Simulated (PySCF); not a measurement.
Problem. What does the GFN2-xTB structure of `C#CCCC#CC` look like in three dimensions?

Solution. 
```
atom  x, y, z in Å
C1    -3.9176    0.6274    0.1714
C2    -2.8207    0.1624    0.0601
C3    -1.4741   -0.3526   -0.0688
C4    -0.4439    0.7871    0.0227
C5     0.9078    0.2774   -0.1039
C6     2.0116   -0.1763   -0.2136
C7     3.3553   -0.6994   -0.3431
H8    -4.8875    1.0148    0.2665
H9    -1.2875   -1.0820    0.7251
H10   -1.3729   -0.8636   -1.0309
H11   -0.5495    1.2985    0.9844
H12   -0.6335    1.5160   -0.7716
H13    3.7494   -0.9658    0.6376
H14    4.0060    0.0511   -0.7917
H15    3.3527   -1.5872   -0.9758
```

Orientation and origin are arbitrary. Atoms count from 1 in this order. The C–C distances run from 1.197 Å (C1≡C2, drawn triple) to 1.539 Å (C3–C4, drawn single), a spread of 0.342 Å. The 7 heavy atoms lie in one plane (0.001 Å rms).

Bonds between heavy atoms (Å): C1≡C2 1.197, C2–C3 1.447, C3–C4 1.539, C4–C5 1.450, C5≡C6 1.198, C6–C7 1.448.

Computed geometry: GFN2-xTB, gas phase.

Stationary, but not proved a minimum. One conformer, not necessarily the lowest (C2–C3–C4–C5 180°).
